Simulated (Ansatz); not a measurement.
Reaction (formal exchange of groups at a Ge–C bond): `[CH3][GeH2][CH]=O` + `CBF` → `C[BH][GeH2][CH3]` + `O=CF`

Gas-phase electronic energies from Ansatz, PBE0-D4/def2-TZVP geometries. CCSD(T)/CBS is the MP2 limit (def2-TZVPP, def2-QZVPP) plus CCSD(T) − MP2 in def2-TZVPP, frozen cores. This one scheme is used for every species. For Ge outer-core shells are correlated without core-valence functions, which leaves a few kJ/mol of doubt a bond. Scalar relativity is left out up to krypton. One conformer a species, not always the lowest.

```tsv
species	CCSD(T)/CBS(def2) energy (Eh)
`[CH3][GeH2][CH]=O`	-2230.97130
`CBF`	-165.10297
`C[BH][GeH2][CH3]`	-2182.41408
`O=CF`	-213.60827
```

**Question.** Work out ΔE.

**Answer.** ΔE = (-2182.41408) + (-213.60827) − (-2230.97130) − (-165.10297) = 0.05192 Eh = +1.41 eV.

Largest T1 diagnostic among the species: 0.016.

In def2-TZVPP, CCSD(T) changes the Hartree–Fock value by −0.07 eV (the triples alone add −0.02 eV) and MP2 by −0.06 eV.
